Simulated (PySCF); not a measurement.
## Calculated properties of `C[C@]12C[C@](C3CCC3)(C1)C2`

C10H16.
Atom-mapped SMILES: `[CH3:1][C@:2]12[CH2:3][C@:4]([CH:5]3[CH2:6][CH2:7][CH2:8]3)([CH2:9]1)[CH2:10]2` (hydrogens: H11, H12, H13 on C1; H14, H15 on C3; H16 on C5; H17, H18 on C6; H19, H20 on C7; H21, H22 on C8; H23, H24 on C9; H25, H26 on C10)

Some functional groups and rings: cyclobutane ring.

GFN2-xTB geometry:

```yaml
Point_group_of_the_GFN2-xTB_geometry: Cs
Rotational_constants_A_B_C_of_the_GFN2-xTB_geometry: 3.608, 0.780, 0.754 GHz
```

PBE0/pcSseg-1 ground state and GIAO shieldings, non-relativistic (PySCF):

```yaml
Dipole_moment: 0.11 D
HOMO_energy: -7.77 eV
LUMO_energy: 1.46 eV
HOMO–LUMO_gap: 9.23 eV
Lowest_Hirshfeld_atomic_charge: -0.12 e on C1
Highest_Hirshfeld_atomic_charge: +0.04 e on H11, H12, H13, H16, H18, H20, H22
13C_chemical_shifts_computed_TMS_as_zero_by_class: 49.1 (C3/C9/C10), 42.0 (C4), 36.5 (C5), 36.1 (C2), 23.5 (C6/C8), 21.1 (C1), 16.6 (C7) ppm
1H_chemical_shifts_computed_TMS_as_zero_by_class: 2.51 (H16), 1.95 (H20), 1.95 (H17/H21), 1.85 (H18/H22), 1.69 (H19), 1.34 (H11/H12/H13), 1.20 (H14/H15/H23/H24/H25/H26) ppm
Mayer_bond_orders_between_heavy_atoms: C1–C2 1.14, C2–C3 0.93, C3–C4 0.94, C4–C5 0.99, C5–C6 1.01, C6–C7 1.05, C7–C8 1.05, C4–C9 0.94, C4–C10 0.94, C9–C2 0.93, C10–C2 0.93, C8–C5 1.01
```

Monoisotopic mass from the formula: 136.1252 u.

A dipole of 0.11 D is allowed in Cs, and pure rotational transitions are dipole-allowed. The dipole matches unit charges of opposite sign 0.02 Å apart (1 e·Å = 4.8032 D). With B = h/(8π²I), that is 505.379 GHz u Å² over I, the principal moments of inertia are 140.1, 648.1 and 670.5 u Å² (most abundant isotopes). The rotational constants make it an asymmetric top with κ = (2B − A − C)/(A − C) = -0.98, nearer the prolate limit (−1).

Geometry: GFN2-xTB, one conformer, isolated molecule. NMR classes are plain means over equivalent atoms (diastereotopic ones count apart unless rotation or inversion swaps them), as if these changed places fast; in this geometry the members of some classes differ.

Shape of the structure used: `[CH3:1][C@:2]12[CH2:3][C@:4]([CH:5]3[CH2:6][CH2:7][CH2:8]3)([CH2:9]1)[CH2:10]2`: C3–C4–C5–C6 173°.
